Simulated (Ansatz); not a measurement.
`[PH2][GeH2][SH]` + CH₃SH → `CSP` + `[SH][GeH3]` at 298.15 K and 1 bar (cleavage of the P–Ge bond).

Calculated with Ansatz (gas phase, PBE0-D4/def2-TZVP geometries, no zero-point term in ΔE). CCSD(T)/CBS adds triple-zeta CCSD(T) − MP2 to the extrapolated MP2 energy (def2 sets, frozen cores). This one scheme is used for every species. For Ge outer-core shells are correlated without core-valence functions, which leaves a few kJ/mol of doubt a bond. Scalar relativity is left out up to krypton. One conformer a species, not always the lowest.

```json
{"species": "`[PH2][GeH2][SH]`", "CCSD(T)/CBS energy (Eh)": "-2817.85197", "H − E (kJ/mol)": "132.3", "S (J/(mol·K))": "340.1"}
{"species": "CH₃SH", "CCSD(T)/CBS energy (Eh)": "-438.22835", "H − E (kJ/mol)": "133.0", "S (J/(mol·K))": "253.2"}
{"species": "`CSP`", "CCSD(T)/CBS energy (Eh)": "-779.77158", "H − E (kJ/mol)": "165.2", "S (J/(mol·K))": "309.7"}
{"species": "`[SH][GeH3]`", "CCSD(T)/CBS energy (Eh)": "-2476.30083", "H − E (kJ/mol)": "99.2", "S (J/(mol·K))": "286.9"}
```

H − E and S are ideal-gas, rigid-rotor, harmonic terms from PBE0-D4/def2-TZVP, for one conformer and one mirror image of each species. 1 Eh = 2625.50 kJ/mol, R = 8.31446 J/(mol·K).

**Question.** By hand: ΔE, ΔH, ΔS and ΔG.

**Answer.** ΔE = (-779.77158) + (-2476.30083) − (-2817.85197) − (-438.22835) = 0.00791 Eh = 20.8 kJ/mol. Δ(H − E) = 165.2 + 99.2 − 132.3 − 133.0 = -0.9, so ΔH = 19.9 kJ/mol. ΔS = 309.7 + 286.9 − 340.1 − 253.2 = 3.3 J/(mol·K). ΔG = 19.9 − 298.15 × (3.3)/1000 = 18.9 kJ/mol.

**Question.** By hand: the equilibrium constant, and the temperature at which ΔG would vanish if ΔH and ΔS stayed fixed.

**Answer.** log₁₀ K = −ΔG/(RT ln 10) = -3.3. ΔG = 0 at ΔH/ΔS = 6030 K, far beyond where these terms or the molecules hold.

The number of gas molecules stays the same, so ΔS is small and ΔH decides. A doubt of 5 kJ/mol in ΔE shifts log₁₀ K by 0.9 here. Other conformers and mirror images would add mixing entropy, several J/(mol·K) or more a flexible species. These are equilibria of isolated gas molecules and say nothing of rates. Largest T1 diagnostic: 0.012 (customary marks: 0.02 for closed shells, 0.045 for open ones).
